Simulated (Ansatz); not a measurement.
Reaction (substitution at a C–C bond): `C=CC(O)=S` + H₂Te → `OC(=S)[TeH]` + `C=C`

Computed with Ansatz on PBE0-D4/def2-TZVP structures; ΔE is electronic, products minus reactants. CCSD(T)/CBS adds triple-zeta CCSD(T) − MP2 to the extrapolated MP2 energy (def2 sets, frozen cores). This one scheme is used for every species. DFT in def2-TZVPP. def2 core potentials past Kr. For Te outer-core shells are correlated without core-valence functions, which leaves a few kJ/mol of doubt a bond. Each species was taken in one conformer, which may not be the lowest.

```
          level  ΔE (kJ/mol)  difference from CCSD(T)/CBS
    LDA (SPW92)         62.3                         14.9
     r2SCAN0-D4         59.5                         12.1
        ωB97X-V         60.6                         13.2
       PBE-QIDH         58.1                         10.7
         revPBE         42.9                         -4.5
           PBE0         57.3                          9.9
    HF/def2-SVP         93.1                         45.7
 MP2/def2-TZVPP         46.9                         -0.5
CCSD/def2-TZVPP         57.6                         10.2
  MP2/CBS(def2)         40.5                         -6.9
    CCSD(T)/CBS         47.4                            0
```

Largest T1 diagnostic among the species: 0.018.

In def2-TZVPP, CCSD(T) changes the Hartree–Fock value by −20.0 kJ/mol (the triples alone add −3.7 kJ/mol) and MP2 by −27.0 kJ/mol. From PBE to PBE0 (25 % exact exchange), in def2-TZVPP and without D4, ΔE moves by +9.6 kJ/mol. At CCSD(T), def2-SVP lies +27.8 kJ/mol from the extrapolated value and def2-TZVPP +6.4 kJ/mol.
